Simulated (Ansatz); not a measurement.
A structure drawn as `[SiH3]OBCl`, with this starting geometry:

```xyz
8

Si    0.804    0.666   -0.292
O    -0.292   -0.431   -0.966
B    -1.153   -0.793    0.127
Cl   -0.725   -2.348    1.211
H     1.733    1.141   -1.415
H     0.117    1.903    0.189
H     1.639    0.097    0.766
H    -2.123   -0.233    0.379
```

The species carries charge 0 and has multiplicity 1.

(1) Does it keep its bonds when Ansatz relaxes it at PBE-D4/def2-SVP and then PBE0-D4/def2-TZVP?

(2) Give the relaxed structure. (Best estimate.)

Atoms count as bonded under 1.1 times the sum of their covalent radii (H–H under 0.85 Å, pairs among N, O and F under 1.55 Å), and a drawn bond as lost past 1.3 times.

Results:

(1) Yes, every drawn bond is still there and no new one forms.

(2) Computed: 
Z-matrix (Å, degrees):
```
Si
O 1 1.668
H 1 1.482 2 109.7
H 1 1.479 2 105.7 3 119.2
H 1 1.482 2 109.7 3 -121.7
B 2 1.335 1 132.7 3 60.9
Cl 6 1.771 2 120.6 1 -0.0
H 6 1.191 2 121.4 1 180.0
```
All modes are real.
